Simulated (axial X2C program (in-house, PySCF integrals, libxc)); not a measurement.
Which molecule has these constants?

Calculated with an axial X2C code built on PySCF integrals, spin-free (one-electron X2C) or two-component (2c: spin–orbit coupling with atomic mean-field Coulomb and Gaunt terms, which also bring small scalar terms), in Dyall basis sets with cores contracted in-house; open shells are unrestricted.

A two-component PBE0 calculation in a Dyall 3-zeta basis gave Re = 2.439 Å, ωe = 291.3 cm⁻¹, De = 2.07 eV, Ω = 5/2.

Problem. Which molecule is it?
A. IBr⁺
B. CaI⁺
C. KI⁺
D. MnI⁺
E. TiI⁺

Solution. D. The others have TiI⁺ 2.489 Å and 309.7 cm⁻¹ (Ω = 1); CaI⁺ 2.685 Å and 298.3 cm⁻¹ (Ω = 0); IBr⁺ 2.386 Å and 312.3 cm⁻¹ (Ω = 3/2); KI⁺ 3.550 Å and 84.9 cm⁻¹ (Ω = 3/2).

Each entry is the lowest single determinant of a limited PBE0 search at one distance. De goes to single-determinant-based atoms at the same level (for ions the charge split of lowest energy) and is withheld (n/a) where an atom does not fit its ground term or J level. Main or longest-lived isotopes. One determinant is a doubtful description, or other states lie close, for MnI⁺, TiI⁺, KI⁺; these need not be ground states, and all values refer to the states named. With several unpaired electrons the Ω given is that of one determinant, not necessarily of the lowest component. The functionals have no current term, which raises determinants with orbital currents. Where the atoms have a lower orbital projection than the molecule, De at mean-field level may be about a tenth of an eV too small.
